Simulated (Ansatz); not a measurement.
**Molecular dynamics of Cl3H6NSiSn**

Input:

```yaml
crystal:
  periodic: [false, false, false]
  atoms:
    - { symbol: Sn, position_ang: [-0.481133, -0.026029, -0.136592] }
    - { symbol: H, position_ang: [-0.238311, -1.336463, 1.437609] }
    - { symbol: Cl, position_ang: [1.576351, 0.884725, 0.452896] }
    - { symbol: Cl, position_ang: [-1.303596, 1.692679, -1.522448] }
    - { symbol: Cl, position_ang: [-0.527776, -1.844119, -1.586459] }
    - { symbol: "N", position_ang: [-2.075369, -0.030375, 1.293145] }
    - { symbol: H, position_ang: [-2.857048, -0.560037, 0.926126] }
    - { symbol: Si, position_ang: [-2.603942, 1.356152, 2.281841] }
    - { symbol: H, position_ang: [-3.341338, 0.841347, 3.453823] }
    - { symbol: H, position_ang: [-1.373909, 2.05517, 2.701459] }
    - { symbol: H, position_ang: [-3.47383, 2.257178, 1.501945] }
    - { symbol: H, position_ang: [-1.132499, -0.890129, 1.672856] }
basis:
  gaussian: { orbitals: def2-SVP }
hamiltonian:
  xc: hf
md:
  timestep: 0.5
  n_steps: 200
  ensemble: nve
  temperature: 100.0
  initial_velocities: maxwell_boltzmann
  seed: 5540
```

Command:

```bash
$ ansatz run input.yaml --threads 4 --pin off --max-ram 5120MiB --backend cpu --events-out ev --progress --plain --runs-dir out
```

It starts at the highest image of a converged band. Of that band: Neighbouring images differ by up to 2.4 eV, so the band resolves the path poorly. A vibrational analysis at the climbing image gives one clearly imaginary mode, 2063i cm⁻¹: a first-order saddle point.

Output, in part (one step line in 7, the closing report, with atoms numbered from 0):

```
md step     0: t =     0.00 fs  T =   100.0 K  F+E_penalty+E_count = -52741.37239664 eV  E_kin = 0.129260 eV  conserved = -52741.24313664 eV  (37 SCF iters)
md step     7: t =     3.50 fs  T =    78.7 K  F+E_penalty+E_count = -52741.34470542 eV  E_kin = 0.101734 eV  conserved = -52741.24297154 eV  (29 SCF iters)
md step    14: t =     7.00 fs  T =    95.2 K  F+E_penalty+E_count = -52741.36555432 eV  E_kin = 0.123017 eV  conserved = -52741.24253760 eV  (35 SCF iters)
md step    21: t =    10.50 fs  T =   457.1 K  F+E_penalty+E_count = -52741.83601894 eV  E_kin = 0.590816 eV  conserved = -52741.24520271 eV  (34 SCF iters)
md step    28: t =    14.00 fs  T =   745.9 K  F+E_penalty+E_count = -52742.21288431 eV  E_kin = 0.964148 eV  conserved = -52741.24873621 eV  (34 SCF iters)
md step    35: t =    17.50 fs  T =   483.6 K  F+E_penalty+E_count = -52741.86630010 eV  E_kin = 0.625057 eV  conserved = -52741.24124337 eV  (35 SCF iters)
md step    42: t =    21.00 fs  T =   739.7 K  F+E_penalty+E_count = -52742.20812543 eV  E_kin = 0.956099 eV  conserved = -52741.25202613 eV  (34 SCF iters)
md step    49: t =    24.50 fs  T =   865.3 K  F+E_penalty+E_count = -52742.36905107 eV  E_kin = 1.118528 eV  conserved = -52741.25052305 eV  (34 SCF iters)
md step    56: t =    28.00 fs  T =   787.4 K  F+E_penalty+E_count = -52742.25967065 eV  E_kin = 1.017804 eV  conserved = -52741.24186714 eV  (37 SCF iters)
md step    63: t =    31.50 fs  T =  1075.3 K  F+E_penalty+E_count = -52742.62877431 eV  E_kin = 1.389950 eV  conserved = -52741.23882387 eV  (34 SCF iters)
md step    70: t =    35.00 fs  T =  1137.0 K  F+E_penalty+E_count = -52742.71325466 eV  E_kin = 1.469724 eV  conserved = -52741.24353024 eV  (36 SCF iters)
md step    77: t =    38.50 fs  T =  1239.9 K  F+E_penalty+E_count = -52742.85161921 eV  E_kin = 1.602647 eV  conserved = -52741.24897175 eV  (37 SCF iters)
md step    84: t =    42.00 fs  T =  1240.8 K  F+E_penalty+E_count = -52742.85518213 eV  E_kin = 1.603834 eV  conserved = -52741.25134834 eV  (36 SCF iters)
md step    91: t =    45.50 fs  T =  1108.9 K  F+E_penalty+E_count = -52742.67482330 eV  E_kin = 1.433384 eV  conserved = -52741.24143896 eV  (37 SCF iters)
md step    98: t =    49.00 fs  T =  1339.3 K  F+E_penalty+E_count = -52742.97739976 eV  E_kin = 1.731127 eV  conserved = -52741.24627247 eV  (36 SCF iters)
md step   105: t =    52.50 fs  T =  1273.5 K  F+E_penalty+E_count = -52742.89158605 eV  E_kin = 1.646139 eV  conserved = -52741.24544692 eV  (36 SCF iters)
md step   112: t =    56.00 fs  T =  1241.4 K  F+E_penalty+E_count = -52742.84899950 eV  E_kin = 1.604585 eV  conserved = -52741.24441465 eV  (38 SCF iters)
md step   119: t =    59.50 fs  T =  1153.4 K  F+E_penalty+E_count = -52742.73186025 eV  E_kin = 1.490832 eV  conserved = -52741.24102804 eV  (38 SCF iters)
md step   126: t =    63.00 fs  T =  1166.2 K  F+E_penalty+E_count = -52742.74988438 eV  E_kin = 1.507437 eV  conserved = -52741.24244724 eV  (37 SCF iters)
md step   133: t =    66.50 fs  T =  1362.0 K  F+E_penalty+E_count = -52743.01179628 eV  E_kin = 1.760521 eV  conserved = -52741.25127507 eV  (37 SCF iters)
md step   140: t =    70.00 fs  T =  1373.6 K  F+E_penalty+E_count = -52743.02515905 eV  E_kin = 1.775568 eV  conserved = -52741.24959143 eV  (36 SCF iters)
md step   147: t =    73.50 fs  T =  1204.8 K  F+E_penalty+E_count = -52742.79942554 eV  E_kin = 1.557314 eV  conserved = -52741.24211139 eV  (38 SCF iters)
md step   154: t =    77.00 fs  T =  1250.6 K  F+E_penalty+E_count = -52742.85542712 eV  E_kin = 1.616470 eV  conserved = -52741.23895665 eV  (38 SCF iters)
md step   161: t =    80.50 fs  T =  1353.9 K  F+E_penalty+E_count = -52742.99448814 eV  E_kin = 1.750039 eV  conserved = -52741.24444918 eV  (34 SCF iters)
md step   168: t =    84.00 fs  T =  1387.8 K  F+E_penalty+E_count = -52743.04337624 eV  E_kin = 1.793864 eV  conserved = -52741.24951181 eV  (34 SCF iters)
md step   175: t =    87.50 fs  T =  1394.1 K  F+E_penalty+E_count = -52743.05094061 eV  E_kin = 1.801984 eV  conserved = -52741.24895693 eV  (38 SCF iters)
md step   182: t =    91.00 fs  T =  1134.1 K  F+E_penalty+E_count = -52742.70710979 eV  E_kin = 1.465915 eV  conserved = -52741.24119523 eV  (39 SCF iters)
md step   189: t =    94.50 fs  T =  1261.7 K  F+E_penalty+E_count = -52742.87248588 eV  E_kin = 1.630915 eV  conserved = -52741.24157097 eV  (37 SCF iters)
md step   196: t =    98.00 fs  T =  1327.2 K  F+E_penalty+E_count = -52742.96132265 eV  E_kin = 1.715557 eV  conserved = -52741.24576550 eV  (34 SCF iters)
md step   200: t =   100.00 fs  T =  1197.8 K  F+E_penalty+E_count = -52742.78988104 eV  E_kin = 1.548335 eV  conserved = -52741.24154626 eV  (36 SCF iters)
Total energy: -52742.78988104 eV, -1938.2617777813 hartree
Atom 0 at    -0.136878    -0.220179    -0.136793 Å, force    -1.009123     0.818219    -0.581676 eV/Å
Atom 1 at    -0.606372    -0.829429     1.271509 Å, force    -0.294320    -0.762952     1.246226 eV/Å
Atom 2 at     1.674487     1.094965     0.103881 Å, force     1.652074     0.336930     0.046953 eV/Å
Atom 3 at    -1.503239     1.444848    -1.006883 Å, force    -0.639074     0.515612    -0.275641 eV/Å
Atom 4 at    -0.494652    -1.673815    -1.844581 Å, force     0.437896    -1.028058    -0.777625 eV/Å
Atom 5 at    -3.923579     0.620619     1.416869 Å, force    -1.749779    -2.276162    -3.288849 eV/Å
Atom 6 at    -3.609205     0.694205     0.386835 Å, force    -1.590430    -0.559221     2.602553 eV/Å
Atom 7 at    -2.895958     1.572170     2.351139 Å, force    -0.245566     0.644170     1.642595 eV/Å
Atom 8 at    -2.947039     1.182217     3.781369 Å, force    -0.075915    -0.103750     0.062051 eV/Å
Atom 9 at    -1.495003     1.419829     1.948401 Å, force     0.173638     0.004559    -0.095670 eV/Å
Atom 10 at    -3.250898     3.004318     2.316282 Å, force     0.160384     0.239361    -0.102714 eV/Å
Atom 11 at    -4.827091     0.028337     1.583506 Å, force     3.180214     2.171292    -0.478203 eV/Å
Dipole moment:    -0.016587    -0.569646     0.240279 e Å
```

The run went to its last step. The conserved energy stayed within 0.76 meV per atom of its start (net change 0.13 meV per atom), so the integration is sound. The kinetic energy rose, since the run started high on the potential surface and went downhill. It ends in pieces (Cl3HSn + H5NSi), so much of that is their flight and rotation, not heat. A run of 0.1 ps of so small a system gives no equilibrium averages. The orbitals stay closed-shell, which can raise the energy where a bond breaks towards radicals; this wasn't checked here.

Between its relaxed ends the band would form Sn1–N6, H2–H12 and break Sn1–H2, N6–H12. These pairs go: Sn1–N6 2.14 → 4.18 Å, H2–H12 1.03 → 4.32 Å, Sn1–H2 2.06 → 1.60 Å, N6–H12 1.33 → 1.09 Å. In the last frame they stand as before the step (other bonds may differ from the relaxed reactants and products). Also parted: Sn1–H12 2.11 → 5.00 Å. It ends as Cl3HSn + H5NSi. Pairs count as bonded within 1.25 times the sum of covalent radii (0.12 Å more for H–H).

Last frame:

```xyz
12
Properties=species:S:1:pos:R:3
Sn -0.137 -0.220 -0.137
H -0.606 -0.829 1.272
Cl 1.675 1.095 0.104
Cl -1.503 1.445 -1.007
Cl -0.495 -1.674 -1.845
N -3.924 0.621 1.417
H -3.609 0.694 0.387
Si -2.896 1.572 2.351
H -2.947 1.182 3.781
H -1.495 1.420 1.948
H -3.251 3.004 2.316
H -4.827 0.028 1.583
```

Time of the run: 6.6 min on 4 threads of Arm Neoverse V2 (shared host), peak memory 0.47 GiB.
